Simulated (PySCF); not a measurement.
Be(Me)(Et) (C₃H₈Be), SMILES [CH3][Be][CH2]C.

Geometry: PBE-D3(BJ)/def2-SVP. The structure was generated by enumeration; whether it is a known compound was not checked. Other conformers were not sampled.

Level of theory: PBE/def2-TZVP run with PySCF.

Isolated molecule, no solvent.

Computed frontier levels, gap, dipole moment and polarisability:
```json
{
 "highest_occupied_level": "-6.24 eV",
 "lowest_empty_level": "-0.60 eV",
 "orbital_gap": "5.64 eV",
 "dipole_moment": "0.14 D",
 "quadrupole, principal values (traceless, Buckingham form, about the centre of nuclear charge)": "-3.87, 1.52, 2.35 D·Å",
 "mean_static_polarisability": "54.9 bohr³ (8.13 Å³)",
 "polarisability_principal_values": "48.8, 51.5, 64.4 bohr³"
}
```
